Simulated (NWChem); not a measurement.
C$_{2}$H$_{6}$ClNSi; SMILES C=C[SiH](N)Cl

```xyz
11

Si     0.5620     0.1158     0.4197
N      2.0012     0.4493    -0.4631
Cl    -1.0866     1.3322    -0.0813
C      0.0732    -1.6567     0.1276
C     -1.1347    -2.0822    -0.2622
H      0.8518     0.4400     1.8346
H      2.5149     1.3026    -0.2735
H      2.0536     0.2089    -1.4468
H      0.8527    -2.4019     0.3020
H     -1.9533    -1.3919    -0.4530
H     -1.3553    -3.1386    -0.4085
```
Atoms are numbered in this order, from 1.

All runs: NWChem. Medium grid unless said otherwise, to which SCAN and Minnesota functionals are sensitive. All runs use the structure optimised with B3LYP/6-31G* (spherical d).

For level PBE/def2-SVP:

| Property | Result |
|---|---|
| highest occupied level (eV) | -6.17 |
| orbital gap (eV) | 4.64 |

Q: Estimate the same quantities for level M06-L/def2-SVP.

A: 
| Quantity | Value |
|---|---|
| highest occupied level (eV) | -6.58 |
| orbital gap (eV) | 5.21 |
